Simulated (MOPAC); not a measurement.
MOPAC input (MNDO):

```
MNDO 1SCF CHARGE=-1 GEO-OK AUX(PRECISION=9) THREADS=1
H3O3SSi

O     0.61202200 1   -1.52382800 1   -0.76630400 1
Si    0.00794000 1   -0.03611200 1   -0.27518800 1
O    -1.48579100 1    0.06534500 1   -1.03537500 1
O     0.95742900 1    1.07800200 1   -1.09776500 1
S    -0.05041600 1    0.22929100 1    1.74730500 1
H     1.09248500 1   -1.90603400 1   -0.02672800 1
H    -2.16609500 1   -0.04363700 1   -0.36514400 1
H     1.09983000 1    1.83042600 1   -0.51683500 1
```

From the output:

```
                                                       MOPAC v23.2.5 Linux

          FINAL HEAT OF FORMATION =       -251.24017 KCAL/MOL =   -1051.18887 KJ/MOL

          COSMO AREA              =        119.86 SQUARE ANGSTROMS
          COSMO VOLUME            =        109.58 CUBIC ANGSTROMS

          IONIZATION POTENTIAL    =          3.356775 EV
          HOMO LUMO ENERGIES (EV) =         -3.357  6.691
          NO. OF FILLED LEVELS    =         16
          MOLECULAR WEIGHT        =        111.1674         POINT GROUP:  C3

          MOLECULAR DIMENSIONS (Angstroms)

            Atom       Atom       Distance
            H     8    H     6     3.76847
            H     7    H     6     3.26359
            O     3    S     5     2.73817

          SCF CALCULATIONS        =          1

   ATOM   CHEMICAL          X               Y               Z
  NUMBER   SYMBOL      (ANGSTROMS)     (ANGSTROMS)     (ANGSTROMS)

     1       O          0.61202200  *  -1.52382800  *  -0.76630400  *
     2      Si          0.00794000  *  -0.03611200  *  -0.27518800  *
     3       O         -1.48579100  *   0.06534500  *  -1.03537500  *
     4       O          0.95742900  *   1.07800200  *  -1.09776500  *
     5       S         -0.05041600  *   0.22929100  *   1.74730500  *
     6       H          1.09248500  *  -1.90603400  *  -0.02672800  *
     7       H         -2.16609500  *  -0.04363700  *  -0.36514400  *
     8       H          1.09983000  *   1.83042600  *  -0.51683500  *

                             CARTESIAN COORDINATES

   1    O        0.612022000    -1.523828000    -0.766304000
   2   Si        0.007940000    -0.036112000    -0.275188000
   3    O       -1.485791000     0.065345000    -1.035375000
   4    O        0.957429000     1.078002000    -1.097765000
   5    S       -0.050416000     0.229291000     1.747305000
   6    H        1.092485000    -1.906034000    -0.026728000
   7    H       -2.166095000    -0.043637000    -0.365144000
   8    H        1.099830000     1.830426000    -0.516835000

           Empirical Formula: H3 O3 Si S  =     8 atoms

      MOLECULAR POINT GROUP   :   C3

                  EIGENVALUES
 -37.00052 -33.82324 -33.82322 -14.59458 -13.79187 -12.76905 -12.76904  -9.55117
  -9.55117  -9.09208  -7.78731  -7.63980  -7.63978  -5.15119  -3.35678  -3.35678
   6.69082   7.66113   8.08283   8.08283  10.31325  10.31326  11.05009

              NET ATOMIC CHARGES AND DIPOLE CONTRIBUTIONS

  ATOM NO.   TYPE          CHARGE      No. of ELECS.   s-Pop       p-Pop
    1          O          -0.602824        6.6028     1.82309     4.77973
    2         Si           1.300278        2.6997     0.99435     1.70537
    3          O          -0.602818        6.6028     1.82309     4.77973
    4          O          -0.602818        6.6028     1.82309     4.77973
    5          S          -0.989173        6.9892     1.92314     5.06604
    6          H           0.165781        0.8342     0.83422
    7          H           0.165785        0.8342     0.83421
    8          H           0.165787        0.8342     0.83421
 DIPOLE           X         Y         Z       TOTAL
 POINT-CHG.     0.067    -0.303    -2.306     2.327
 HYBRID         0.008    -0.037    -0.282     0.285
 SUM            0.075    -0.340    -2.589     2.612

          ATOMIC ORBITAL ELECTRON POPULATIONS

     Atom    s        px        py        pz
    1  O   1.82309   1.74128   1.54066   1.49779
    2 Si   0.99435   0.52994   0.53180   0.64363
    3  O   1.82309   1.30188   1.95647   1.52138
    4  O   1.82309   1.82097   1.36292   1.59584
    5  S   1.92314   1.97565   1.96171   1.12868
    6  H   0.83422
    7  H   0.83421
    8  H   0.83421

 **********************
 *                    *
 * JOB ENDED NORMALLY *
 *                    *
 **********************

 == MOPAC DONE ==
```

The dipole moment of an ion depends on the origin.

The geometry given is a B3LYP-D3(BJ)/def2-TZVP minimum.
